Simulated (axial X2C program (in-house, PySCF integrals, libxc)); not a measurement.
# Outer orbitals of As₂⁻ at 2.184 Å, BHandHLYP

Calculated with an in-house relativistic program for diatomic molecules. Spin-free means the one-electron spin-free X2C Hamiltonian; two-component (2c) means X2C with spin–orbit coupling and atomic mean-field two-electron Coulomb and Gaunt terms, so the difference of the two also holds small scalar two-electron terms. Basis: As dyall-acv3z [10s10p7d5f1g] (cores contracted in-house); Gaussian nuclei, density fitting, unrestricted open shells. Masses: As 74.922 u.

The distance is close to the 2c PBE0 minimum; the highest filled and lowest empty levels are listed.

Spin-free orbitals, state M_S = 1/2, Λ = 1 (beyond evenly filled blocks: π+α) (Löwdin shares):

| symmetry | occupied | ε (eV) | atomic character |
| --- | --- | --- | --- |
| σα | yes | -14.48 | 76% As s, 14% As p, 7% As d |
| σβ | yes | -14.07 | 75% As s, 15% As p, 8% As d |
| σα | yes | -9.79 | 64% As s, 25% As p, 8% As d |
| σβ | yes | -9.01 | 64% As s, 25% As p, 8% As d |
| σα | yes | -3.04 | 85% As p, 11% As s |
| π+α | yes | -2.98 | 92% As p, 4% As d |
| σβ | yes | -2.81 | 84% As p, 12% As s |
| π-α | yes | -2.24 | 91% As p, 6% As d |
| π-β | yes | -1.92 | 90% As p, 6% As d |
| π+β | yes | -1.92 | 90% As p, 6% As d |
| π+α | yes | 0.07 | 66% As p, 28% As d, 6% As f |
| σβ | no | 3.06 | 91% As p, 7% As s |
| σα | no | 3.10 | 92% As p, 6% As s |
| π-α | no | 3.11 | 64% As p, 31% As d, 5% As f |
| π-β | no | 3.44 | 66% As p, 31% As d |
| π+β | no | 3.44 | 66% As p, 31% As d |

The highest filled level is positive, so this functional does not bind it, and the empty levels of an anion are set by the basis.

Spinors with spin–orbit coupling (state Ω = 1/2):

```tsv
ω	occupied	ε (eV)	atomic character	λ mixture
-1/2	yes	-14.46	76% As s, 14% As p, 7% As d	100% σ
1/2	yes	-14.04	75% As s, 15% As p, 8% As d	100% σ
-1/2	yes	-9.77	64% As s, 25% As p, 8% As d	100% σ
1/2	yes	-8.98	64% As s, 25% As p, 8% As d	100% σ
1/2	yes	-3.05	92% As p, 4% As d	100% π
-1/2	yes	-3.03	85% As p, 11% As s	100% σ
1/2	yes	-2.79	84% As p, 12% As s	100% σ
-3/2	yes	-2.14	91% As p, 6% As d	100% π
-1/2	yes	-1.98	90% As p, 6% As d	100% π
3/2	yes	-1.82	90% As p, 6% As d	100% π
1/2	yes	0.00	67% As p, 27% As d, 6% As f	100% π
1/2	no	3.18	94% As p	100% σ
-3/2	no	3.18	64% As p, 32% As d, 4% As f	100% π
-1/2	no	3.21	94% As p	100% σ
-1/2	no	3.41	66% As p, 31% As d	100% π
```

The highest filled level is positive, so this functional does not bind it, and the empty levels of an anion are set by the basis.

How does the gap between the highest filled and lowest empty level change from the spin-free to the 2c table?

From 2.99 to 3.18 eV at BHandHLYP, a change of 0.19 eV.

Mulliken charges and populations of the two-component result (they depend on the basis, above all on diffuse functions):

As1 -0.50 e (s 7.91 p 15.48 d 10.10 f 0.01), As2 -0.50 e (s 7.91 p 15.48 d 10.10 f 0.01). ⟨Lz⟩ = 1.00 ħ and ⟨Sz⟩ = -0.50 ħ (-0.25 and -0.25 on the two atoms), which add up to Ω.

One determinant describes the state; a PBE0 search over occupations chose it and may have missed a lower one. Density functionals use the spin component along the axis (collinear). Without a current term, density functionals place determinants with orbital angular momentum somewhat too high. The highest occupied level of some functionals is positive through self-interaction error; at Hartree–Fock it is bound.
